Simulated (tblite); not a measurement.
C5H9GeN.
Z-matrix (Å and degrees, GFN2-xTB geometry), rows numbered from 1:
```
C 
N   1  1.2528
C   2  1.4266  1  120.55
C   3  1.5039  2  109.21  1  -124.79
C   4  1.3224  3  120.68  2   -98.85
C   5  1.4976  4  120.72  3    -1.79
Ge  6  1.9835  5  103.10  4    -8.52
H   1  1.0964  2  124.05  3     1.37
H   1  1.0801  2  118.70  3  -178.36
H   3  1.1021  2  112.44  1    -1.35
H   4  1.0807  3  117.07  2    78.53
H   5  1.0817  4  121.38  3   178.11
H   6  1.0914  5  109.89  4   110.12
H   6  1.0909  5  110.82  4  -131.75
H   7  1.5007  3  112.89  2   -17.46
H   7  1.5127  3  114.44  2  -141.04
```

Level: GFN2-xTB in tblite, geometry and Hessian alike; calculated harmonic values, unscaled, isolated species. This tight-binding method is rough: wavenumbers can miss measured ones by several per cent, in bad cases by 10 to 20. Modes of hydrogen on germanium can be 10 to 20 % off. One conformer, not necessarily the lowest.

Harmonic wavenumbers (cm⁻¹): 33.9, 91.5, 178.7, 235.5, 322.7, 376.6, 416.5, 459.1, 519.1, 543.6, 595.6, 647.1, 708.3, 746.6, 779.7, 801.2, 822.3, 903.4, 960.7, 965.0, 999.1, 1042.9, 1087.5, 1118.3, 1147.5, 1187.6, 1215.0, 1278.0, 1315.4, 1419.6, 1433.7, 1700.6, 1728.4, 1902.9, 2016.7, 2799.9, 2865.7, 2945.9, 2968.6, 3050.2, 3069.5, 3070.8.

A = 2725, B = 1632, C = 1138 MHz; mass 156.995 u (most abundant isotopes); point group C1, symmetry number 1.

Zero-point energy?

½Σν̃ = 26235 cm⁻¹ = 75.01 kcal/mol.

Entropy at 273.15 K, 1 bar (ideal gas, RRHO, classical rotation)?

Translation 40.65, rotation 28.28, vibration 19.37: S = 88.3 cal/(mol K).

And Cp and H(273.15 K) − H(0)?

Cp = 30.74 cal/(mol K), of which vibrations give 22.79 (their classical limit is 42 R = 83.5); H(273.15 K) − H(0) = 5.02 kcal/mol without the zero-point energy, 2.85 from vibrations.

What must be added to the electronic energy to get the Gibbs energy at 273.15 K and 1 bar?

ZPE + [H(273.15 K) − H(0)] − T·S = 75.01 + 5.02 − 24.12 = 55.91 kcal/mol.

How do the functions run with temperature in this model?

```
T (K)  S (cal/(mol K))  Cp (cal/(mol K))  H − H(0) (kcal/mol)  G − H(0) (kcal/mol)  ln q(vib)
  100             67.1              14.8                 1.13                -5.58       1.40
  200             79.9              23.6                 3.03               -12.95       3.14
  300             91.3              33.3                 5.88               -21.52       5.03
  500            112.4              49.5                14.26               -41.93       9.09
  800            139.2              64.3                31.54               -79.80      15.21
 1000            154.2              70.5                45.07              -109.17      19.06
```

q(vib) and H(0) count from the zero-point level.

Which modes carry the vibrational entropy at 273.15 K?

33.9 cm⁻¹: 5.41; 91.5 cm⁻¹: 3.46; 178.7 cm⁻¹: 2.18; 235.5 cm⁻¹: 1.68; 322.7 cm⁻¹: 1.16; 376.6 cm⁻¹: 0.92 cal/(mol K); the other 36 give 4.56 together.

Blend soft modes into free rotors: weight 1/[1 + (100 cm⁻¹/ν̃)⁴] for the oscillator and the rest for a rotor with moment μB/(μ + B), μ = h/(8π²ν), B = 10⁻⁴⁴ kg m². What vibrational entropy results?

17.49 cal/(mol K) in place of 19.37, which changes −T·S at 273.15 K by +0.51 kcal/mol.

Hindered rotation and anharmonicity are outside this model. Other conformers, if any are populated, would add a mixing term that is left out. The structure is chiral; the term R ln 2 for an equal mix with its mirror image is left out.
